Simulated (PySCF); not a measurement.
## Shapes and spin states of BrRuN

Level of theory: PySCF, PBE0, basis Ru def2-SVP with ECP28, N def2-SVP, Br def2-SVP (scalar-relativistic core potentials, no spin–orbit coupling, density fitting).

Relaxations began from a few typed shapes and spin states; open shells are unrestricted. The search is not exhaustive: other isomers or separated fragments can lie lower, and high-lying points may rest on an excited occupation.

```tsv
spin	group	bonds	angles	imaginary modes (cm⁻¹)	ΔE (kJ/mol)	ΔE with ZPE (kJ/mol)
singlet	Cs	Ru–Br 2.423 Å, Ru–N 1.542 Å	Br–Ru–N 135.7°	none	0.0	0.0
singlet	C∞v	Ru–Br 2.468 Å, Ru–N 1.543 Å	Br–Ru–N 180.0°	100i, 100i	9.9	–
triplet	C∞v	Ru–Br 2.432 Å, Ru–N 1.612 Å	Br–Ru–N 180.0°	154i, 154i	76.5	–
quintet	Cs	Ru–Br 2.376 Å, Ru–N 1.671 Å	Br–Ru–N 116.0°	none	154.3	152.8
quintet	C∞v	Ru–Br 2.461 Å, Ru–N 1.705 Å	Br–Ru–N 180.0°	191i, 34i	227.6	–
```

The lowest minimum found is the singlet Cs: Ru–Br 2.423 Å, Ru–N 1.542 Å; Br–Ru–N 135.7°.

Formally Ru is in oxidation state +4, d4, with 0 unpaired electrons (the high-spin count would be 4). The polar-tensor charge on Ru, 1.18, is far below the formal one.

The electron or spin density has lower symmetry than the nuclear frame for the triplet C∞v at 76.5 kJ/mol, quintet C∞v at 227.6 kJ/mol.
